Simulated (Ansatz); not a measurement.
C2H7BFN (`CCB(N)F`), 12 atoms. Total charge 0; spin multiplicity 1. All runs use 4 threads of an Arm Neoverse V2 on a shared host. Correlated methods freeze the cores.

Q: Give the basis size and wall time and peak host memory of each of these runs in Ansatz. RHF-MP2/def2-QZVPP energy; RKS PBE0-D4/def2-QZVPP energy; RKS r2SCAN0-D4/def2-TZVPP energy; RKS PBE0-D4/def2-SVP energy; direct RPA on PBE orbitals/def2-TZVPP energy; RHF-CCSD(T)/def2-TZVPP energy; RKS PBE0-D4/def2-TZVP relaxation (12 steps); RKS BHLYP-D4/def2-TZVPP energy; RHF-CCSD(T)/def2-SVP energy; RKS revPBE-D4/def2-TZVPP energy; RKS B3LYP-D4/def2-TZVPP energy and forces; RKS ωB97M-V/def2-QZVPP energy. (Estimate.)

A: Computed: Other jobs shared the machine, so times are rough.

| level | job | functions | wall time | peak host memory (GiB) |
| --- | --- | --- | --- | --- |
| RKS PBE0-D4/def2-SVP | energy | 105 | 0.75 s | 0.47 |
| RKS revPBE-D4/def2-TZVPP | energy | 253 | 1.5 s | 0.29 |
| RKS BHLYP-D4/def2-TZVPP | energy | 253 | 2 s | 0.54 |
| RKS r2SCAN0-D4/def2-TZVPP | energy | 253 | 3.1 s | 0.55 |
| RKS B3LYP-D4/def2-TZVPP | energy and forces | 253 | 3.2 s | 0.64 |
| direct RPA on PBE orbitals/def2-TZVPP | energy | 253 | 4.1 s | 0.62 |
| RHF-CCSD(T)/def2-SVP | energy | 105 | 4.5 s | 0.53 |
| RKS PBE0-D4/def2-QZVPP | energy | 495 | 5.5 s | 1.5 |
| RKS ωB97M-V/def2-QZVPP | energy | 495 | 14 s | 1.9 |
| RHF-MP2/def2-QZVPP | energy | 495 | 18 s | 3.2 |
| RKS PBE0-D4/def2-TZVP | relaxation (12 steps) | 197 | 28 s | 0.44 |
| RHF-CCSD(T)/def2-TZVPP | energy | 253 | 2.2 min | 6 |

B3LYP here is the variant with VWN-RPA as its local correlation; programs differ in this.
